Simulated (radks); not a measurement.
Spherical quantum dot in the effective-mass picture: electrons in a parabolic well V = omega^2 r^2 / 2 with omega = 0.21, all in effective atomic units (hartree* = m*/eps^2 hartree, bohr* = eps/m* bohr), one dielectric constant everywhere. Calculated with a radial shooting solver with Libxc functionals: non-relativistic Kohn-Sham, exchange-only LDA, spin-polarised, spherical densities. Levels are named by radial order and angular momentum (1s, 1p, 1d, 2s, ...), and open shells are averaged over m. Results are scaled to m* = 0.068 and eps = 5.4, for which hartree* = 63.46 meV and bohr* = 4.202 nm.

N = 9, configuration 1s2 1p6 1d(up 1, down 0). This is the lowest configuration that the search found. Occupied and some empty levels:

| level | occupation | eigenvalue (meV) | <r> (nm) |
|---|---|---|---|
| 1s up | 1 | 135.21 | 16.56 |
| 1s down | 1 | 135.79 | 16.17 |
| 1p up | 3 | 140.50 | 19.71 |
| 1p down | 3 | 141.34 | 19.53 |
| 1d up | 1 | 147.10 | 21.99 |
| 1d down | 0 | 148.07 | 21.93 |
| 2s up | 0 | 150.13 | 18.40 |
| 2s down | 0 | 150.62 | 18.53 |
| 1f up | 0 | 154.72 | 23.87 |
| 1f down | 0 | 155.72 | 23.88 |
| 2p up | 0 | 158.54 | 21.13 |
| 2p down | 0 | 159.11 | 21.16 |

Energy (meV): total 784.946, kinetic 74.620, external 286.52, Hartree 506.12, exchange-correlation -82.314.

Electron density:

| r (nm) | n(r) (e/nm^3) |
|---|---|
| 2.82 | 0.00009606 |
| 5.84 | 0.0001178 |
| 8.86 | 0.0001448 |
| 11.9 | 0.0001648 |
| 14.9 | 0.0001664 |
| 17.9 | 0.0001444 |
| 20.9 | 0.0001044 |
| 24.0 | 0.00006096 |
| 27.0 | 0.00002801 |
| 30.0 | 9.996e-06 |
| 33.0 | 2.755e-06 |
| 36.1 | 5.879e-07 |
| 39.1 | 9.696e-08 |
